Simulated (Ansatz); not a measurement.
K₈Cl₈ (started as a model of: 2x2x4 KCl rock-salt block). Charge 0, multiplicity 1. Geometry PBE-D4/def2-SVP.

```xyz
16

K     0.089   -4.490   -2.066
Cl   -0.228   -1.513   -2.233
K    -0.501    1.504   -2.114
Cl   -0.789    4.512   -2.087
Cl    2.551   -4.321   -0.397
K     2.263   -1.313   -0.370
Cl    2.066    1.712   -0.357
K     1.588    4.672   -0.298
Cl   -1.685   -4.732    0.315
K    -1.972   -1.724    0.342
Cl   -2.352    1.283    0.385
K    -2.445    4.280    0.379
K     0.767   -4.462    1.985
Cl    0.515   -1.483    2.205
K     0.211    1.533    2.141
Cl   -0.077    4.541    2.169
```

The 6-31G sets use Cartesian d functions.

Task: Estimate the orbital energies around the gap (eV) in Ansatz with HF/STO-3G, HF/6-31G, PBE-D4/def2-SVP, r2SCAN-D4/def2-SVP, PBE0-D4/def2-SVP.

Result: 
```json
{"orbital": "HOMO−9", "HF/STO-3G": "-7.70", "HF/6-31G": "-10.61", "PBE-D4/def2-SVP": "-5.85", "r2SCAN-D4/def2-SVP": "-6.14", "PBE0-D4/def2-SVP": "-7.19"}
{"orbital": "HOMO−8", "HF/STO-3G": "-7.70", "HF/6-31G": "-10.61", "PBE-D4/def2-SVP": "-5.85", "r2SCAN-D4/def2-SVP": "-6.14", "PBE0-D4/def2-SVP": "-7.19"}
{"orbital": "HOMO−7", "HF/STO-3G": "-7.63", "HF/6-31G": "-10.55", "PBE-D4/def2-SVP": "-5.77", "r2SCAN-D4/def2-SVP": "-6.07", "PBE0-D4/def2-SVP": "-7.11"}
{"orbital": "HOMO−6", "HF/STO-3G": "-7.62", "HF/6-31G": "-10.54", "PBE-D4/def2-SVP": "-5.75", "r2SCAN-D4/def2-SVP": "-6.05", "PBE0-D4/def2-SVP": "-7.09"}
{"orbital": "HOMO−5", "HF/STO-3G": "-7.59", "HF/6-31G": "-10.53", "PBE-D4/def2-SVP": "-5.73", "r2SCAN-D4/def2-SVP": "-6.03", "PBE0-D4/def2-SVP": "-7.07"}
{"orbital": "HOMO−4", "HF/STO-3G": "-7.59", "HF/6-31G": "-10.50", "PBE-D4/def2-SVP": "-5.73", "r2SCAN-D4/def2-SVP": "-6.03", "PBE0-D4/def2-SVP": "-7.06"}
{"orbital": "HOMO−3", "HF/STO-3G": "-7.59", "HF/6-31G": "-10.50", "PBE-D4/def2-SVP": "-5.71", "r2SCAN-D4/def2-SVP": "-6.02", "PBE0-D4/def2-SVP": "-7.06"}
{"orbital": "HOMO−2", "HF/STO-3G": "-7.57", "HF/6-31G": "-10.47", "PBE-D4/def2-SVP": "-5.65", "r2SCAN-D4/def2-SVP": "-5.96", "PBE0-D4/def2-SVP": "-7.01"}
{"orbital": "HOMO−1", "HF/STO-3G": "-7.39", "HF/6-31G": "-10.38", "PBE-D4/def2-SVP": "-5.56", "r2SCAN-D4/def2-SVP": "-5.87", "PBE0-D4/def2-SVP": "-6.92"}
{"orbital": "HOMO", "HF/STO-3G": "-7.39", "HF/6-31G": "-10.38", "PBE-D4/def2-SVP": "-5.56", "r2SCAN-D4/def2-SVP": "-5.87", "PBE0-D4/def2-SVP": "-6.92"}
{"orbital": "LUMO", "HF/STO-3G": "5.42", "HF/6-31G": "0.37", "PBE-D4/def2-SVP": "-1.11", "r2SCAN-D4/def2-SVP": "-0.51", "PBE0-D4/def2-SVP": "-0.59"}
{"orbital": "LUMO+1", "HF/STO-3G": "5.72", "HF/6-31G": "0.43", "PBE-D4/def2-SVP": "-0.91", "r2SCAN-D4/def2-SVP": "-0.31", "PBE0-D4/def2-SVP": "-0.43"}
{"orbital": "LUMO+2", "HF/STO-3G": "6.09", "HF/6-31G": "0.50", "PBE-D4/def2-SVP": "-0.65", "r2SCAN-D4/def2-SVP": "-0.13", "PBE0-D4/def2-SVP": "-0.23"}
{"orbital": "LUMO+3", "HF/STO-3G": "6.09", "HF/6-31G": "0.50", "PBE-D4/def2-SVP": "-0.65", "r2SCAN-D4/def2-SVP": "-0.13", "PBE0-D4/def2-SVP": "-0.23"}
{"orbital": "LUMO+4", "HF/STO-3G": "6.86", "HF/6-31G": "0.86", "PBE-D4/def2-SVP": "-0.38", "r2SCAN-D4/def2-SVP": "0.12", "PBE0-D4/def2-SVP": "0.05"}
{"orbital": "LUMO+5", "HF/STO-3G": "7.34", "HF/6-31G": "0.96", "PBE-D4/def2-SVP": "-0.24", "r2SCAN-D4/def2-SVP": "0.24", "PBE0-D4/def2-SVP": "0.17"}
```
